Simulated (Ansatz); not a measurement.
`CCB(F)Cl` + H₂Se → `FB(Cl)[SeH]` + `CC`  (ligand exchange at a B–C bond)

Calculated with Ansatz (gas phase, PBE0-D4/def2-TZVP geometries, no zero-point term in ΔE). CCSD(T)/CBS adds triple-zeta CCSD(T) − MP2 to the extrapolated MP2 energy (def2 sets, frozen cores). This one scheme is used for every species. DFT in def2-TZVPP. HSE06 is defined as in plane-wave codes. For Se outer-core shells are correlated without core-valence functions, which leaves a few kJ/mol of doubt a bond. Scalar relativity is left out up to krypton. Each species was taken in one conformer, which may not be the lowest.

(1) Is it downhill or uphill in electronic energy at CCSD(T)/CBS, and by how much? (Estimate.)

(2) What do these levels give: LDA (SPW92), revPBE-D4, PBE0-D4, r2SCANh-D4, HSE06-D4, PBE, r2SCANh, LC-ωPBE, RPA@PBE/def2-TZVPP, SCS-MP2/def2-TZVPP, SCS-MP2/def2-QZVPP, CCSD/CBS(def2)? (An estimate is asked.)

Largest T1 diagnostic among the species: 0.011.

Answers

(1) Computed: Downhill: ΔE = -49.9 kJ/mol.

(2) Ansatz gave: LDA (SPW92) -47.8, revPBE-D4 -54.8, PBE0-D4 -50.8, r2SCANh-D4 -51.0, HSE06-D4 -51.1, PBE -54.1, r2SCANh -51.4, LC-ωPBE -45.7, RPA@PBE/def2-TZVPP -49.0, SCS-MP2/def2-TZVPP -52.3, SCS-MP2/def2-QZVPP -52.3, CCSD/CBS(def2) -47.7 kJ/mol.

In def2-TZVPP, CCSD(T) changes the Hartree–Fock value by −6.6 kJ/mol (the triples alone add −2.2 kJ/mol) and MP2 by −12.4 kJ/mol. Leaving LDA and LC-ωPBE aside and taking each functional with its dispersion term where it has one, the values, not all of them listed here, spread over 10.4 kJ/mol, from revPBE-D4 to CAM-B3LYP-D4. LDA lies +6.3 kJ/mol from PBE without D4.
